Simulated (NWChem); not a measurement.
System: C2H2ClFOSi; SMILES C#C[Si@@](O)(F)Cl

```xyz
8

C      1.0246     2.7001    -0.0284
C      0.4586     1.6118    -0.0046
Si    -0.3507    -0.0097     0.0088
O     -1.3298    -0.0905     1.3361
F     -1.2178    -0.1951    -1.3562
Cl     1.0468    -1.5266     0.0060
H      1.5230     3.6613    -0.0460
H     -1.7090    -0.9647     1.5360
```
Atoms are numbered in this order, from 1.

All runs: NWChem. The geometry was optimised at PBE-D3(BJ)/def2-SVP. Level M06-2X/def2-SVP: energy and gradient on several grids; changes count from the extra-fine grid, which is no exact limit either.

```json
[
 {"grid": "xcoarse", "size of the energy change (μHa)": "20000", "largest change of a gradient component (μHa/bohr)": "8000", "time, medium = 1 (rough)": "about 1"},
 {"grid": "coarse", "size of the energy change (μHa)": "80", "largest change of a gradient component (μHa/bohr)": "700", "time, medium = 1 (rough)": "about 1"},
 {"grid": "medium", "size of the energy change (μHa)": "20", "largest change of a gradient component (μHa/bohr)": "200", "time, medium = 1 (rough)": "about 1"},
 {"grid": "fine", "size of the energy change (μHa)": "< 10", "largest change of a gradient component (μHa/bohr)": "80", "time, medium = 1 (rough)": "about 1"},
 {"grid": "xfine", "size of the energy change (μHa)": "< 10", "largest change of a gradient component (μHa/bohr)": "< 30", "time, medium = 1 (rough)": "2"}
]
```
